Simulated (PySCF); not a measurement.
C₃H₁₀OSi₂, SMILES C[SiH2][SiH2]C(C)=O.

Coordinates come from a ωB97X-D3(BJ)/def2-SVP optimisation. This is a generated structure with no PubChem entry under its InChIKey; it may be hypothetical. Other conformers were not sampled.

Method: PySCF with PBE/def2-TZVP.

Symmetry labels are those of the subgroup Cs that the program uses (full group Cs).

Question: List the valence orbital energies around the gap with their symmetry. (Estimate from the structure and the level; the computed values follow.)

Answer: 
```
orbital  symmetry  energy (eV)
-------  --------  -----------
HOMO−7         A'        -9.91
HOMO−6         A'        -9.16
HOMO−5         A"        -9.14
HOMO−4         A"        -8.50
HOMO−3         A"        -7.91
HOMO−2         A'        -7.83
HOMO−1         A'        -6.91
HOMO           A'        -5.43
LUMO           A"        -2.30
LUMO+1         A'        -0.88
LUMO+2         A"        -0.18
LUMO+3         A'         0.19
```
